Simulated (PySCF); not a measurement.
ClGe, SMILES [Cl][Ge] (connectivity only; charge and spin as stated), charge +1, multiplicity 1.

Geometry optimised at r2SCAN-D4/def2-TZVP. The multiplicity is an assumed one; other spin states were not compared.

Two levels are set side by side: TDA-PBE/def2-TZVPD (PySCF) and ADC(2)/aug-cc-pVDZ (PySCF). Vertical, same geometry; the bases differ. Differences are taken from unrounded values.

```json
[
 {"quantity": "lowest singlet excitation (eV)", "TDA-PBE": "4.81"}
]
```

These are the TDA-PBE values. What does ADC(2) give? (An estimate is asked for; the answer gives what the named calculation found.)


```csv
quantity,ADC(2),TDA-PBE minus ADC(2)
lowest singlet excitation (eV),5.40,-0.59
```

A lower first singlet is the usual sign of a functional without exact exchange. Differences between two approximate levels are no errors against the true value.

Rough cost on one machine, each run with all the roots and properties that it gave: ADC(2) against TDA-PBE about 2 times.
